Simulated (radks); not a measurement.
Results of a calculation; reference values are marked as such.
Problem. Radial electron density D(r) = 4 pi r^2 rho(r) of an atom or ion with 48 electrons. Code: a radial shooting solver on a logarithmic mesh with Libxc functionals. Model: Dirac Kohn-Sham, PBE, spin-unpolarised, spherical densities, finite nucleus; Fermi nuclear charge, rms radius of each element as measured or else 0.836 A^(1/3) + 0.57 fm.

r (bohr),D(r) (e/bohr)
0.001334,2.808
0.001541,3.592
0.001794,4.642
0.002089,5.973
0.002432,7.648
0.002808,9.614
0.003269,12.16
0.003806,15.27
0.004431,18.99
0.005158,23.39
0.005957,28.17
0.006935,33.81
0.008073,39.95
0.009399,46.33
0.01085,52.28
0.01264,58.03
0.01471,62.68
0.01713,65.74
0.01994,66.82
0.02302,65.98
0.0268,63.52
0.0312,60.43
0.03633,58.11
0.04195,58.05
0.04884,61.22
0.05686,67.63
0.06619,75.65
0.07706,82.31
0.08899,84.53
0.1036,80.98
0.1206,72.65
0.1404,63.71
0.1622,59.18
0.1888,60.82
0.2198,66.58
0.2558,70.07
0.2978,65.55
0.344,53.38
0.4004,37.46
0.4662,25.60
0.5427,21.55
0.6268,23.00
0.7296,25.07
0.8494,23.90
0.9889,19.26
1.151,13.31
1.329,8.376
1.548,4.726
1.802,2.509
2.098,1.249
2.422,0.6197
2.82,0.3589
3.283,0.3499
3.822,0.3933
4.45,0.3444
5.139,0.2180
5.982,0.09468
6.964,0.02789
8.108,0.005279
9.363,0.0006929

What is the nuclear charge?

Solution. Z = 51. The innermost maximum, from 1s, lies near gamma/Z bohr with gamma = sqrt(1 - (Z/c)^2) = 0.928, here 0.0182 bohr (found: 0.0199), and its height grows with Z. The density is that of the antimony ion Sb3+ in [Kr] 4d10 5s1 6s1; the configuration itself is not fixed sharply by these data, and Z only to a few units. D(r) has 5 maxima, at r = 0.0199, 0.0883, 0.256, 0.753, 3.88 bohr, and minima at 0.0394, 0.169, 0.547, 3.03 bohr, inside which lie 2.04, 11.23, 28.94, 47.08 electrons.
